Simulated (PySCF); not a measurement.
## Correlation energy of Kr²⁺ (krypton, charge +2)

[Ar] 3d10 4s2 4p3 4d1, high-spin 5D determinant (an excited configuration). Computed with PySCF 2.14 in aug-cc-pwCVTZ-PP with ECP10MDF (8s7p6d4f1g, 96 functions), with scalar relativity through the core potential. Frozen: 3s2 3p6 3d10; 6 electrons correlated.

MP2 pair energies summed by pair of shells (mhartree):

```tsv
pair	energy	share (%)
4s-4p	-51.72	54.3
4p-4p	-14.43	15.2
4s-4d	-10.32	10.8
4p-4d	-9.56	10.0
4s-4s	-9.18	9.6
```

Total MP2 correlation energy: -95.21 mhartree.

Same-spin part -28.05 and opposite-spin part -67.16 mhartree; SCS-MP2 scales them by 1/3 and 6/5 to -89.94 mhartree.
